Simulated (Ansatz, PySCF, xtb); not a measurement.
Gas-phase reaction in SMILES: F[Si](Cl)(Cl)Cl [trichloro(fluoro)silane] + 3 [SiH4] (SiH4) → F[SiH3] + 3 [SiH3]Cl [chlorosilane]
Each molecule is optimised on its own at B3LYP-D3(BJ)/def2-TZVP (Ansatz, an electronic-structure program). Frequencies are from Ansatz or PySCF.
Geometry of the first species:
SMILES: F[Si](Cl)(Cl)Cl
```xyz
5

F     -0.0314     0.1450     1.8211
Si    -0.0042     0.0195     0.2456
Cl     1.8899    -0.4127    -0.3259
Cl    -0.6010     1.7864    -0.5439
Cl    -1.2687    -1.4665    -0.2965
```

Property: bond separation energy (0 K, with B3LYP-D3(BJ) harmonic zero-point energies), in kJ/mol. Valence correlation only, unless marked. No spin-orbit coupling. Non-relativistic unless marked X2C. CBS(X,Y): correlation extrapolated as X^-3; Hartree-Fock from the larger set.

```json
[
 {"level": "GFN1-xTB", "program": "xtb", "bond separation energy (kJ/mol)": "-125.5"},
 {"level": "HF/6-31G", "program": "Ansatz", "bond separation energy (kJ/mol)": "-50.7"},
 {"level": "HF/aug-cc-pV(D+d)Z", "program": "Ansatz", "bond separation energy (kJ/mol)": "2.7"},
 {"level": "BLYP-D3(BJ)/def2-TZVPD", "program": "Ansatz + dftd3", "bond separation energy (kJ/mol)": "32.6"}
]
```

Q: What does CCSD(T)/CBS(cc-pV(T+d)Z,cc-pV(Q+d)Z) (Ansatz) give?

A: 32.8 kJ/mol, so BLYP-D3(BJ)/def2-TZVPD differs from it by -0.2 kJ/mol.
